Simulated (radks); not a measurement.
Values are calculated unless marked as measured or tabulated.
Task: Neutral titanium: order these configurations by energy. Code: a radial shooting solver on a logarithmic mesh with Libxc functionals. Model: scalar-relativistic Kohn-Sham, PBEsol, spin-polarised, spherical densities, finite nucleus; Fermi nuclear charge, rms radius of each element as measured or else 0.836 A^(1/3) + 0.57 fm. Open shells are filled with parallel spins first. [Ar] 3d1 4s2 4p1; [Ar] 3d2 4s1 4p1; [Ar] 3d2 4s2; [Ar] 3d3 4p1; [Ar] 3d3 4s1; [Ar] 3d4.

Result: From the lowest, in eV above it: [Ar] 3d3 4s1 0.000; [Ar] 3d2 4s2 0.276; [Ar] 3d4 2.149; [Ar] 3d2 4s1 4p1 2.254; [Ar] 3d3 4p1 2.888; [Ar] 3d1 4s2 4p1 5.292.
